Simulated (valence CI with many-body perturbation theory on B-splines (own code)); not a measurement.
Run record, S I

Method: configuration interaction combined with many-body perturbation theory (CI+MBPT): six valence electrons over a frozen Dirac-Fock core [Ne], radial functions for each j: 9 s, 9 p, 8 d, 6 f, 3 g, 1 h, with the one-electron correlation potential Σ1 (screened to all orders), the two-electron term Σ2, the three-electron term Σ3, Breit, model QED; selected single and double excitations, second order for the rest, scaled by the run's own slope (own B-spline code, finite nucleus).

Command, and the settings that its task file holds:

```sh
python run_cv.py task.json out
```

```
atom S  Z=16  mass_number=32  rms_radius_fm=3.2611
core [Ne]
valence 3s2 3p4
avg = 1
basis = M
breit = 1
cap = 170000
capref = 1200
cscale = 1
de = 0.0
dress = 0
eps = 2e-08
extrap = 1
h = 0.27
hh = 1
l2 = 3
lcore = 6
maxit = 90
n2 = 5
natural = 1
nlev = 24
nno = [5, 5, 5, 4, 2, 1]
nroot = 14
nsp = [4, 4, 3, 2, 1, 0]
pt2 = 1
qed = 1
rpa = 1
s1 = 1
s2 = 1
s3 = 1
screen = 1
tol = 2e-05
whole = 1
```

It took 18 min on 1 thread of Intel(R) Xeon(R) Processor @ 2.30GHz, with other jobs on the host.

Log. The first blocks belong to the next ion, which gives the ionisation energy. Fields: 2J, parity (1 odd), roots, reference size, generating configurations, candidates as configurations/state functions, variational space P, stored matrix elements, Davidson steps; e2 is the range of second-order energies in hartree. The first line gives the box (bohr), its intervals, the orbitals and the steps of their self-consistent field. Window is the range of levels sought, series limit the energy at which the first omitted orbital would enter, core excitation an estimate of the first excitation out of the core, left out the lowest levels not solved, and shifts from estimates the range by which levels moved from their first estimate, all in cm⁻¹.

```
rmax 73.4 intervals 70 orbitals 63 references ['3s2 3p4'] scf 9 t 1.0
2J=3 par=1 roots 2 ref 65 generators 12 cand 3686/15518 P 3722/15583 nnz 2.5e+07 it 8
2J=3 par=1 roots 2 ref 65 generators 85 cand 9080/66206 P 12802/81789 nnz 2.5e+08 it 9
   second order: generators 220 cand 221503/3393756 e2 -0.00167 -0.00130
reference levels 157, estimated 157, window 70543 1/cm; series limit 77839, core excitation 1351553
2J=4 par=0 roots 5 ref 20 generators 79 cand 3926/31540 P 4494/34027 nnz 6.4e+07 it 10
2J=4 par=0 roots 5 ref 20 generators 162 cand 6112/67647 P 10606/101674 nnz 4.1e+08 it 15
   second order: generators 156 cand 321575/8570596 e2 -0.00897 -0.00599
2J=2 par=0 roots 4 ref 19 generators 87 cand 4477/31527 P 5136/34022 nnz 5.8e+07 it 10
2J=2 par=0 roots 4 ref 19 generators 157 cand 8590/75032 P 13726/109054 nnz 4e+08 it 12
   second order: generators 151 cand 308714/5818463 e2 -0.00597 -0.00509
2J=0 par=0 roots 4 ref 10 generators 73 cand 10798/34639 P 12222/37177 nnz 4.4e+07 it 9
2J=0 par=0 roots 4 ref 10 generators 223 cand 27777/115682 P 39999/152859 nnz 3.3e+08 it 14
   second order: generators 234 cand 390550/3522464 e2 -0.00276 -0.00223
2J=4 par=1 roots 7 ref 28 generators 116 cand 3946/31518 P 4444/34035 nnz 5.8e+07 it 21
2J=4 par=1 roots 7 ref 28 generators 196 cand 7079/73312 P 11523/107347 nnz 4.3e+08 it 19
   second order: generators 191 cand 360017/9674958 e2 -0.01336 -0.00570
2J=2 par=1 roots 6 ref 26 generators 128 cand 4627/31477 P 5237/33994 nnz 5.5e+07 it 26
2J=2 par=1 roots 6 ref 26 generators 212 cand 9459/77804 P 14696/111798 nnz 4.1e+08 it 17
   second order: generators 198 cand 358927/6682174 e2 -0.00949 -0.00553
2J=6 par=0 roots 3 ref 10 generators 66 cand 3542/33790 P 4171/36293 nnz 6.7e+07 it 9
2J=6 par=0 roots 3 ref 10 generators 182 cand 6326/70675 P 10497/106968 nnz 4.5e+08 it 25
   second order: generators 176 cand 356276/12864197 e2 -0.00734 -0.00608
2J=0 par=1 roots 2 ref 10 generators 48 cand 9430/32784 P 10825/35314 nnz 4.9e+07 it 16
2J=0 par=1 roots 2 ref 10 generators 148 cand 19913/93699 P 30738/129013 nnz 3.2e+08 it 19
   second order: generators 240 cand 438456/4826474 e2 -0.00302 -0.00273
2J=6 par=1 roots 4 ref 20 generators 83 cand 3194/31464 P 3667/33956 nnz 6.5e+07 it 10
2J=6 par=1 roots 4 ref 20 generators 150 cand 5260/67467 P 8927/101423 nnz 4.3e+08 it 13
   second order: generators 138 cand 315748/11113498 e2 -0.01249 -0.00834
2J=8 par=1 roots 2 ref 10 generators 59 cand 3040/35430 P 3637/37923 nnz 8.2e+07 it 8
2J=8 par=1 roots 2 ref 10 generators 143 cand 4876/64342 P 8513/102265 nnz 4.7e+08 it 13
   second order: generators 224 cand 448574/28723803 e2 -0.00868 -0.00808
left out: unestimated none, estimated 74546, shifts from estimates -1136 to 235
operators 0.9
```

The Davidson iterations converged.

Against 29 measured levels this calculation errs by 270 cm⁻¹ on average and by 480 at most. Among the levels kept, up to 3200 cm⁻¹ of a level comes from second order outside the variational space, and about a tenth of that is noise between levels of different J, which matters for small intervals.

```
Valence energy                            : -10.15919 hartree
Ionisation energy                         : 10.287 eV (NIST: 10.36 eV (measured))
Reference configurations for the orbitals : 3s2 3p4
Radial orbitals                           : 63
Box radius                                : 73.39 bohr
Largest variational space                 : 152859
Lowest levels                             : 3s2 3p4 3P_2 0.0000, 3s2 3p4 3P_1 0.0431, 3s2 3p4 3P_0 0.0517, 3s2 3p4 1D_2 1.159, 3s2 3p4 1S_0 2.763, 3s2 3p3 4s 5S°_2 6.473, 3s2 3p3 4s 3S°_1 6.810, 3s2 3p3 4p 5P_3 7.811, 3s2 3p3 4p 5P_1 7.817, 3s2 3p3 4p 5P_2 7.820, 3s2 3p3 4p 3P_0 7.986, 3s2 3p3 4p 3P_1 7.999, 3s2 3p3 4p 3P_2 8.000, 3s2 3p3 3d 5D°_0 8.364 eV
```
